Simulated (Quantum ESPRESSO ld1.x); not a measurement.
The run below uses ld1.x (Quantum ESPRESSO 7.5).

```
 &input
    atom='Ar',
    iswitch=1,
    rel=1,
    lsd=1,
    dft='PW',
    config='[Ne] 3s2 3p3 4s0 3d0 4p0 4f0',
    verbosity='high',
    prefix='ld1',
    max_out_wfc=37,
    file_charge='ld1.rho',
 /
```

Command: `OMP_NUM_THREADS=1 ld1.x < ld1.in > ld1.out`

Output:

```
     Program LD1 v.7.5 starts

     --------------------------- All-electron run ----------------------------

     scalar relativistic calculation

     atomic number is 18.00
     dft =PW   lsd =1 sic =0 latt =0  beta=0.20 tr2=1.0E-14
     Exchange-correlation= PW
                           (   1   4   0   0   0   0   0)
     mesh =1937 r(mesh) =  99.24864 a.u. xmin = -8.00 dx = 0.00800
     1 Ry =  13.60569312 eV, c = 137.03599908

     n l     nl                  e(Ry)          e(Ha)          e(eV)
     1 0     1S 1( 1.00)    -232.266645952    -116.133322976  -3160.1487075
     2 0     2S 1( 1.00)     -25.291426906     -12.645713453   -344.1073931
     2 1     2P 1( 3.00)     -20.456886646     -10.228443323   -278.3301220
     3 0     3S 1( 1.00)      -4.929733243      -2.464866621    -67.0724377
     3 1     3P 1( 3.00)      -3.786593801      -1.893296900    -51.5192332
     4 0     4S 1( 0.00)      -1.608998129      -0.804499065    -21.8915348
     3 2     3D 1( 0.00)      -2.147063110      -1.073531555    -29.2122818
     4 1     4P 1( 0.00)      -1.294167438      -0.647083719    -17.6080450
     4 3     4F 1( 0.00)      -0.651145947      -0.325572974     -8.8592919
     1 0     1S 2( 1.00)    -232.204055211    -116.102027606  -3159.2971171
     2 0     2S 2( 1.00)     -25.224280294     -12.612140147   -343.1938169
     2 1     2P 2( 3.00)     -20.374113664     -10.187056832   -277.2039382
     3 0     3S 2( 1.00)      -4.622558065      -2.311279033    -62.8931065
     3 1     3P 2( 0.00)      -3.494286124      -1.747143062    -47.5421847
     4 0     4S 2( 0.00)      -1.534735746      -0.767367873    -20.8811436
     3 2     3D 2( 0.00)      -1.903042397      -0.951521199    -25.8922109
     4 1     4P 2( 0.00)      -1.236420574      -0.618210287    -16.8223589
     4 3     4F 2( 0.00)      -0.628729858      -0.314364929     -8.5543055

     final scf error:  3.9E-15 reached in  20 iterations

     Etot =   -1049.398164 Ry,    -524.699082 Ha,  -14277.789380 eV
     Total magnetization:    3.00 Bohr mag.

     Ekin =    1054.372882 Ry,     527.186441 Ha,   14345.473870 eV
     Encl =   -2456.787377 Ry,   -1228.393689 Ha,  -33426.295126 eV
     Eh   =     409.144864 Ry,     204.572432 Ha,    5566.699461 eV
     Exc  =     -56.128532 Ry,     -28.064266 Ha,    -763.667585 eV

     normalization and overlap integrals

     s(1S/1S) =  1.000000  <r> =   0.0859  <r2> =    0.0099  r(max) =   0.0560
     s(1S/2S) = -0.001390
     s(1S/3S) = -0.000497
     s(1S/4S) = -0.000234
     s(2S/2S) =  1.000000  <r> =   0.4151  <r2> =    0.2045  r(max) =   0.3388
     s(2S/3S) = -0.000264
     s(2S/4S) = -0.000121
     s(2P/2P) =  1.000000  <r> =   0.3765  <r2> =    0.1762  r(max) =   0.2796
     s(2P/3P) = -0.000207
     s(2P/4P) = -0.000094
     s(3S/3S) =  1.000000  <r> =   1.2866  <r2> =    1.8958  r(max) =   1.1339
     s(3S/4S) = -0.000066
     s(3P/3P) =  1.000000  <r> =   1.3853  <r2> =    2.2278  r(max) =   1.1896
     s(3P/4P) = -0.000053
     s(4S/4S) =  1.000000  <r> =   3.0460  <r2> =   10.4560  r(max) =   2.8452
     s(3D/3D) =  1.000000  <r> =   1.6329  <r2> =    3.1884  r(max) =   1.2990
     s(4P/4P) =  1.000000  <r> =   3.4161  <r2> =   13.2264  r(max) =   3.1824
     s(4F/4F) =  1.000000  <r> =   4.6966  <r2> =   25.1851  r(max) =   4.0134
     s(1S/1S) =  1.000000  <r> =   0.0859  <r2> =    0.0099  r(max) =   0.0560
     s(1S/2S) = -0.001390
     s(1S/3S) = -0.000493
     s(1S/4S) = -0.000225
     s(2S/2S) =  1.000000  <r> =   0.4145  <r2> =    0.2038  r(max) =   0.3388
     s(2S/3S) = -0.000262
     s(2S/4S) = -0.000117
     s(2P/2P) =  1.000000  <r> =   0.3760  <r2> =    0.1755  r(max) =   0.2796
     s(2P/3P) = -0.000204
     s(2P/4P) = -0.000091
     s(3S/3S) =  1.000000  <r> =   1.2992  <r2> =    1.9392  r(max) =   1.1339
     s(3S/4S) = -0.000063
     s(3P/3P) =  1.000000  <r> =   1.4113  <r2> =    2.3226  r(max) =   1.1992
     s(3P/4P) = -0.000050
     s(4S/4S) =  1.000000  <r> =   3.1537  <r2> =   11.1991  r(max) =   2.9377
     s(3D/3D) =  1.000000  <r> =   1.7276  <r2> =    3.6084  r(max) =   1.3413
     s(4P/4P) =  1.000000  <r> =   3.5504  <r2> =   14.2767  r(max) =   3.3123
     s(4F/4F) =  1.000000  <r> =   4.9963  <r2> =   28.2849  r(max) =   4.3130

     ------------------------ End of All-electron run ------------------------
```

Run on one thread of a shared host, so times are rough (Intel(R) Xeon(R) Processor @ 2.60GHz): 0.65 s of CPU time, 0.67 s wall, 20 iterations on 1937 mesh points.
